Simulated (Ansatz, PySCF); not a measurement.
This PySCF input computes a SVWN5/def2-TZVPD energy:

```python
from pyscf import gto, scf, dft

mol = gto.M(
    atom='''
    C    -1.16979933   -0.02795748    0.30417577
    Si    0.57568461    0.01092575   -0.22556764
    H    -1.80015384    0.85093633    0.15655899
    H    -1.73943850   -0.95568380    0.22400751
    H     1.28893734   -1.11663320    0.52008273
    H     1.20986652    1.23616507    0.43224315
    ''',
    basis='def2-tzvpd',
    charge=-1,
    spin=1,
    verbose=4,
)

mf = dft.UKS(mol, xc='svwn').density_fit(auxbasis='def2-universal-jkfit')
mf.grids.level = 3
mf.conv_tol = 1e-9
mf.max_cycle = 100
mf.max_memory = 1500
mf.kernel()
if not mf.converged:
    mf = mf.newton()
    mf.kernel(mf.make_rdm1())
for _ in range(2):
    mo, _, stable, _ = mf.stability(return_status=True)
    if stable:
        break
    mf.kernel(mf.make_rdm1(mo, mf.mo_occ))
mf.analyze()
```

Q: Write an input for the same energy in Ansatz (a first-principles code) and say what it gives.

A: 
Ansatz 0.2 input:
```yaml
crystal:
  periodic: [false, false, false]
  atoms:
    - {symbol: C, position_ang: [-1.16979933, -0.02795748, 0.30417577]}
    - {symbol: Si, position_ang: [0.57568461, 0.01092575, -0.22556764]}
    - {symbol: H, position_ang: [-1.80015384, 0.85093633, 0.15655899]}
    - {symbol: H, position_ang: [-1.73943850, -0.95568380, 0.22400751]}
    - {symbol: H, position_ang: [1.28893734, -1.11663320, 0.52008273]}
    - {symbol: H, position_ang: [1.20986652, 1.23616507, 0.43224315]}
basis:
  gaussian:
    orbitals: def2-TZVPD
hamiltonian:
  xc: {name: SVWN5}
total_charge: -1
magnetization: {spin_polarized: true, initial_magnetization: 1}
output: {forces: true}
```
It gives -328.41328 Eh, and PySCF -328.41333 Eh, a difference of 0.05 mEh, from the treatment of integrals and grids.
